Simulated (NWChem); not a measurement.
Species: CH$_{4}$ClNZr; SMILES [CH3][Zr](=[NH])[Cl]

def2 effective core potentials on Zr; no spin-orbit coupling.

Q: Give the equilibrium geometry at PBE0/def2-SVP with def2 effective core potentials on Zr (NWChem) as an XYZ file, with the point group.

A: point group C1; any orientation.
```
8

Zr    -0.1106     0.2274    -0.1375
N     -1.3543     0.8805     0.9809
H     -2.0295     1.1037     1.7079
Cl     0.1034    -2.1548    -0.0752
C      1.7826     1.2200     0.4952
H      2.6439     0.9091    -0.1265
H      2.0186     0.9490     1.5399
H      1.7145     2.3227     0.4727
```
